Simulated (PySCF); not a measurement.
# Relaxation of singlet TaOBr₃

All numbers come from PBE/[Ta def2-SVP with ECP60, O def2-SVP, Br def2-SVP], scalar-relativistic core potentials, density fitting, no spin–orbit coupling, PySCF. A (50,194) grid was used.

A hand-made tetrahedral start, of C3v symmetry, held to at least that symmetry:

Coordinates in bohr (charge 0 multiplicity 1):
```
Ta    0.0000   -0.6258   -0.4426
O     0.0000   -3.4490   -2.4397
Br    4.0116   -0.6263    2.3940
Br   -4.0116   -0.6263    2.3940
Br    0.0000    3.3864   -3.2786
```

(1) What does it relax to?

(2) How much energy is released, and in how many steps?

Results:

(1) It ends at C3v with Ta–Br 2.452 Å (×3), Ta–O 1.723 Å; Br–Ta–Br 112.1° (×3), Br–Ta–O 106.7° (×3) (after a last refinement on a finer grid). The frequency run here used a shortcut that can spoil soft modes, so no verdict on minimum or saddle point is given. Other isomers or separated fragments may lie lower.

(2) 70.2 kJ/mol in 5 steps.

With an element this heavy the missing spin–orbit coupling can shift these numbers.
